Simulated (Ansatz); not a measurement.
System: AgCl, net charge -1, doublet state. The spin state was set by rule; other spins were not relaxed. 
Coordinates optimised at B3LYP-D3(BJ)/def2-TZVP (Ansatz, an electronic-structure program):
```xyz
2

Ag     0.0000     0.0000    -0.6670
Cl     0.0000     0.0000     1.8442
```
Charge -1, spin multiplicity 2.

Problem. Give the harmonic wavenumbers at B3LYP-D3(BJ)/def2-TZVP (Ansatz, finite differences of forces, unscaled).

Solution. 203 cm⁻¹. Zero-point energy 0.3 kcal/mol.

Problem. From these and the geometry, give the ideal-gas thermochemistry at 298.15 K and 1 atm (rigid rotor, harmonic oscillator).

Solution. Point group C∞v, rotational symmetry number 1. Rotational constants 3.004, 3.004 GHz. S(trans) 40.79, S(rot) 17.16, S(vib) 2.11, S(elec, spin only) 1.38, S 61.4 cal/(mol K). H(298) - H(0) 2.42 kcal/mol; G - E(el) -15.6 kcal/mol.
